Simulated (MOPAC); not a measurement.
MOPAC input (PM3):

```
PM3 FORCE THERMO(298,298) PRECISE LET UHF MS=0.5 GEO-OK AUX(PRECISION=9) THREADS=1
C4H8N

C    -1.52712594 1    0.16998320 1    0.16081037 1
C    -0.55315459 1   -0.88988961 1    0.54240418 1
C     0.64205157 1   -0.00912849 1    0.30667549 1
C    -0.34070862 1    1.12163759 1   -0.14554794 1
N     1.55091526 1   -0.47762066 1   -0.75599493 1
H    -2.19050695 1    0.49178292 1    0.97935500 1
H    -2.16450717 1   -0.07843239 1   -0.70249275 1
H    -0.65668554 1   -1.94484869 1    0.74213365 1
H     1.17207978 1    0.23201590 1    1.25924707 1
H    -0.30262636 1    2.03178106 1    0.46921242 1
H    -0.25389777 1    1.42404685 1   -1.19939530 1
H     1.90970918 1   -1.37382807 1   -0.50462808 1
H     2.30409388 1    0.17016648 1   -0.84572508 1
```

From the output:

```
     H   13   6.768364

          HEAT OF FORMATION =      33.834591 KCALS/MOLE

          ZERO POINT ENERGY      70.937 KCAL/MOL

           NORMAL COORDINATE ANALYSIS (Total motion = 1 Angstrom)

   Root No.       1         2         3         4         5         6         7         8

                 1 A       2 A       3 A       4 A       5 A       6 A       7 A       8 A

                 108.8     171.8     348.5     405.9     510.0     766.5     809.6     917.5

           1    0.0058   -0.0093   -0.0131   -0.0075   -0.0184    0.0450    0.0065   -0.0200
           2   -0.0070   -0.0056    0.0051   -0.0157   -0.0128    0.0395    0.0045   -0.0324
           3    0.0032    0.0573    0.0041    0.0104    0.0015    0.0023    0.0439    0.0194
           4    0.0052   -0.0085   -0.0121   -0.0112   -0.0135    0.0455    0.0048   -0.0081
           5    0.0067   -0.0098   -0.0363    0.0132   -0.0128   -0.0320    0.0007    0.0142
           6    0.0045   -0.0367    0.0194   -0.0330    0.0806    0.0086   -0.0243   -0.0192
           7   -0.0060   -0.0060    0.0276   -0.0213    0.0007   -0.0432   -0.0054   -0.0221
           8    0.0065   -0.0103   -0.0369    0.0110   -0.0095   -0.0383   -0.0039    0.0152
           9   -0.0010   -0.0185   -0.0150   -0.0452   -0.0487   -0.0450   -0.0054   -0.0102
          10   -0.0081   -0.0056    0.0324   -0.0302   -0.0043   -0.0234   -0.0078    0.0635
          11   -0.0071   -0.0083    0.0017   -0.0121   -0.0148    0.0440    0.0066   -0.0007
          12   -0.0092   -0.0329   -0.0217    0.0347    0.0108   -0.0145    0.0198   -0.0206
          13   -0.0122    0.0274   -0.0282    0.0568    0.0328   -0.0196    0.0002   -0.0195
          14    0.0229    0.0294    0.0523    0.0088    0.0401   -0.0170   -0.0024   -0.0069
          15    0.0033    0.0211   -0.0028   -0.0071   -0.0211    0.0245   -0.0007    0.0170
          16    0.0089    0.0576   -0.0482    0.0150   -0.1039    0.0327   -0.1369   -0.1584
          17   -0.0048    0.0556    0.0337   -0.0466   -0.0369    0.0659   -0.1423    0.0368
          18    0.0058    0.1215    0.0003    0.0067   -0.0553    0.0068   -0.1104   -0.0190
          19    0.0124   -0.0780   -0.0083   -0.0120    0.0577    0.0716    0.1589    0.0616
          20   -0.0191   -0.0609    0.0050   -0.0048    0.0125    0.0322    0.1364   -0.0566
          21    0.0064    0.1256    0.0011    0.0060   -0.0555   -0.0054   -0.1211   -0.0118
          22    0.0150   -0.0222   -0.0194    0.0240   -0.0514    0.0510    0.0027    0.0800
          23    0.0108   -0.0073   -0.0837   -0.0040   -0.0022   -0.0248   -0.0049    0.0954
          24    0.0338   -0.1307    0.2750    0.2828   -0.2134   -0.0090   -0.0020   -0.0019
          25   -0.0158   -0.0279    0.0457   -0.0259    0.0024   -0.0786    0.0091   -0.0483
          26    0.0130   -0.0390   -0.0632    0.0073    0.0056   -0.0696   -0.0439    0.0499
          27    0.0000    0.0040   -0.0110   -0.0386   -0.0532   -0.0123    0.0046   -0.0087
          28   -0.0172   -0.0165    0.0379    0.0262    0.0576    0.0618   -0.0516    0.1948
          29   -0.0043    0.0499    0.0346   -0.0457   -0.0336    0.0334    0.1514    0.0104
          30   -0.0160   -0.0728   -0.0381    0.0861    0.0570    0.0426   -0.0942    0.0478
          31   -0.0056    0.0083    0.0538   -0.1027   -0.0637   -0.1140    0.0336    0.0022
          32   -0.0189   -0.0679   -0.0047    0.0064    0.0094    0.0809   -0.1486    0.0495
          33   -0.0158   -0.0686   -0.0360    0.0805    0.0526    0.0475   -0.0810    0.0357
          34   -0.1366    0.0322   -0.0171    0.0586    0.0361   -0.0164   -0.0002   -0.0273
          35   -0.2883    0.0393    0.0963   -0.0009    0.0461   -0.0164   -0.0064   -0.0390
          36   -0.2267    0.0435   -0.0704    0.0749   -0.0061    0.0718    0.0131    0.0824
          37    0.3453    0.0161   -0.0670    0.0637    0.0332   -0.0212    0.0037    0.0074
          38    0.0031    0.0269    0.0468    0.0088    0.0358   -0.0229   -0.0025   -0.0060
          39    0.1951    0.0525    0.0749   -0.0062    0.0401    0.0971   -0.0029    0.0030

   Root No.       9        10        11        12        13        14        15        16

                 9 A      10 A      11 A      12 A      13 A      14 A      15 A      16 A

                 936.4     966.3     998.6    1016.0    1056.7    1059.2    1088.6    1148.7

           1    0.0046    0.0084    0.0085   -0.0234   -0.0016    0.0026   -0.0004   -0.0016
           2    0.0142    0.0275   -0.0115    0.0299   -0.0068    0.0229   -0.0110   -0.0129
           3    0.0189    0.0068    0.0016    0.0020    0.0113   -0.0146   -0.0368    0.0111
           4   -0.0032    0.0137    0.0020    0.0335   -0.0053   -0.0013    0.0011   -0.0014
           5    0.0134   -0.0408   -0.0253   -0.0047    0.0070    0.0236   -0.0191   -0.0355
           6   -0.0214   -0.0122   -0.0007   -0.0029   -0.0110    0.0018   -0.0023   -0.0037
           7    0.0300   -0.0057   -0.0305    0.0036    0.0036    0.0115   -0.0036    0.0166
           8   -0.0017    0.0204    0.0027   -0.0152   -0.0119    0.0105   -0.0049   -0.0024
           9    0.0150    0.0097    0.0008    0.0006   -0.0063   -0.0182    0.0102   -0.0028
          10   -0.0299    0.0149    0.0079   -0.0099   -0.0017    0.0067   -0.0101   -0.0287
          11   -0.0087   -0.0269    0.0181   -0.0356    0.0105   -0.0295    0.0162    0.0214
          12   -0.0177   -0.0012    0.0215    0.0095    0.0063    0.0092    0.0399   -0.0203
          13    0.0055   -0.0028    0.0015    0.0072    0.0029   -0.0227    0.0093   -0.0043
          14   -0.0048    0.0114    0.0173   -0.0018   -0.0178   -0.0104    0.0029    0.0092
          15    0.0049    0.0013   -0.0221   -0.0072   -0.0070    0.0007   -0.0041    0.0382
          16   -0.1363   -0.0501   -0.0560   -0.1561    0.0128   -0.0074   -0.0382   -0.0148
          17    0.1071    0.0503    0.0756    0.1435   -0.0481    0.0761    0.1413   -0.0468
          18   -0.0068   -0.0113    0.0126   -0.0077   -0.0023    0.0077    0.0202   -0.0118
          19    0.1874   -0.0227    0.0656   -0.1170    0.0458    0.0077    0.0390   -0.0166
          20   -0.1232    0.0842   -0.0816    0.1101   -0.0196   -0.0226   -0.1626    0.0234
          21   -0.0024   -0.0109    0.0132    0.0055   -0.0063    0.0082    0.0295   -0.0032
          22   -0.0631   -0.1148    0.0113    0.1998   -0.0124   -0.0739    0.0373    0.0911
          23   -0.0461   -0.1639   -0.0172    0.1506   -0.0007   -0.0428    0.0136    0.0483
          24   -0.0015    0.0003   -0.0012    0.0012   -0.0047   -0.0005   -0.0036   -0.0046
          25    0.0312   -0.1389    0.0271   -0.0161   -0.0444    0.1705   -0.0205    0.2651
          26   -0.0440    0.2076   -0.0583    0.0024    0.2209   -0.0111    0.1005    0.1700
          27    0.0306   -0.0094   -0.0016    0.0011   -0.0819   -0.0795   -0.0266   -0.1910
          28   -0.0186    0.0066   -0.1536   -0.0794   -0.0752   -0.0118    0.0462   -0.0213
          29   -0.0994   -0.0501   -0.0545   -0.0692   -0.0343   -0.0209    0.1966   -0.0020
          30    0.0439    0.0113   -0.0242   -0.0074   -0.0083   -0.0087   -0.0347   -0.0035
          31   -0.0750   -0.0317    0.1702    0.0211    0.1141   -0.0184   -0.0455   -0.0493
          32    0.0483   -0.0387    0.1041   -0.0263    0.0979   -0.1137   -0.1324    0.0576
          33    0.0362    0.0144   -0.0165   -0.0025   -0.0068   -0.0206   -0.0164    0.0059
          34    0.0087   -0.0167   -0.0097    0.0154    0.0380   -0.0143    0.0143   -0.0289
          35    0.0219   -0.0315   -0.0396    0.0243    0.0794   -0.0308    0.0238   -0.0514
          36   -0.0917    0.0367    0.1157   -0.0360   -0.0331    0.2096   -0.0486    0.0044
          37   -0.0292    0.0346    0.0694   -0.0129   -0.0596    0.0313   -0.0075    0.0148
          38   -0.0038    0.0185    0.0214   -0.0052   -0.0344   -0.0188    0.0026    0.0229
          39   -0.0153   -0.0864   -0.0676    0.0363    0.2364    0.1327    0.0068   -0.1389

   Root No.      17        18        19        20        21        22        23        24

                17 A      18 A      19 A      20 A      21 A      22 A      23 A      24 A

                1171.8    1197.3    1208.1    1268.5    1328.5    1378.3    1399.5    1434.9

           1    0.0008   -0.0309   -0.0067   -0.0085   -0.0700    0.0252    0.0398    0.0455
           2    0.0085    0.0257    0.0460   -0.0278    0.0334    0.0266    0.0136    0.0263
           3   -0.0115   -0.0017   -0.0009   -0.0034   -0.0001   -0.0016    0.0000   -0.0002
           4    0.0050    0.0255   -0.0437    0.0130    0.0719   -0.0197   -0.0157   -0.0274
           5    0.0326    0.0205   -0.0187    0.0249   -0.0027   -0.0508    0.0169    0.0278
           6    0.0066    0.0001    0.0007    0.0028   -0.0017    0.0026   -0.0007   -0.0010
           7   -0.0246    0.0239    0.0107    0.0669   -0.0321    0.0297   -0.0147   -0.0252
           8    0.0001   -0.0314   -0.0144   -0.0268    0.0007    0.0750   -0.0374   -0.0440
           9   -0.0635   -0.0026   -0.0083   -0.0327    0.0141   -0.0308    0.0139    0.0164
          10    0.0231   -0.0406    0.0233   -0.0005    0.0258   -0.0192   -0.0218    0.0289
          11   -0.0185   -0.0427   -0.0070    0.0413    0.0181   -0.0167    0.0225   -0.0317
          12    0.0292    0.0039    0.0051    0.0099   -0.0043    0.0060   -0.0027   -0.0014
          13    0.0037   -0.0083   -0.0041   -0.0202    0.0070   -0.0069    0.0030    0.0050
          14   -0.0122    0.0105    0.0054    0.0023   -0.0005   -0.0141    0.0074    0.0075
          15    0.0630   -0.0001    0.0038    0.0135   -0.0053    0.0127   -0.0066   -0.0064
          16    0.0032    0.0579    0.1433   -0.0788   -0.0075   -0.0881   -0.0858   -0.0756
          17    0.0534   -0.0443   -0.0500   -0.0322   -0.1966   -0.1244   -0.0495   -0.0699
          18    0.0114    0.0081    0.0255   -0.0361   -0.0728   -0.1154   -0.0842   -0.0965
          19    0.0041    0.0561    0.1545   -0.0834   -0.0079   -0.0835   -0.0844   -0.0742
          20   -0.0182   -0.0508   -0.0627   -0.0487   -0.1883   -0.1254   -0.0424   -0.0618
          21    0.0036   -0.0039   -0.0227    0.0434    0.0832    0.1240    0.0873    0.1010
          22   -0.0760    0.0012    0.1064   -0.0155   -0.0016    0.0597   -0.0171   -0.0285
          23   -0.0396   -0.0031    0.1255   -0.0034   -0.0770    0.0221    0.0182    0.0335
          24   -0.0018    0.0014   -0.0018   -0.0011    0.0008   -0.0029    0.0006    0.0020
          25    0.0018   -0.0529   -0.0716   -0.1581    0.0624   -0.0321   -0.0009    0.0208
          26   -0.0167    0.0359    0.0383    0.0354   -0.0137   -0.0656    0.0354    0.0295
          27   -0.0686    0.0035    0.0059    0.0454   -0.0213    0.0562   -0.0245   -0.0371
          28   -0.0590    0.1365   -0.0511   -0.1393   -0.0374    0.0250    0.1394   -0.0840
          29   -0.0249    0.1383   -0.0916   -0.0330   -0.0621    0.0504   -0.1264    0.1011
          30   -0.0148   -0.0050    0.0126   -0.0227    0.0096   -0.0084    0.1533   -0.1250
          31    0.1358    0.1583   -0.0272   -0.0730   -0.0635    0.0685    0.1323   -0.1118
          32   -0.0258    0.1377   -0.0919   -0.0323   -0.0626    0.0557   -0.1379    0.1061
          33   -0.0299   -0.0035   -0.0107    0.0091   -0.0023   -0.0020   -0.1368    0.1191
          34   -0.0233   -0.0231   -0.0134   -0.0389    0.0133   -0.0052    0.0023    0.0044
          35   -0.0277   -0.0451   -0.0215   -0.0616    0.0193   -0.0023    0.0022    0.0041
          36   -0.1909    0.0858    0.0247    0.1075   -0.0321   -0.0083    0.0049   -0.0053
          37   -0.0896    0.0439    0.0118    0.0222   -0.0022   -0.0406    0.0203    0.0188
          38   -0.0030    0.0167    0.0089    0.0062   -0.0014   -0.0194    0.0103    0.0103
          39   -0.1163   -0.0820   -0.0457   -0.0540    0.0124    0.0644   -0.0331   -0.0340

   Root No.      25        26        27        28        29        30        31        32

                25 A      26 A      27 A      28 A      29 A      30 A      31 A      32 A
```
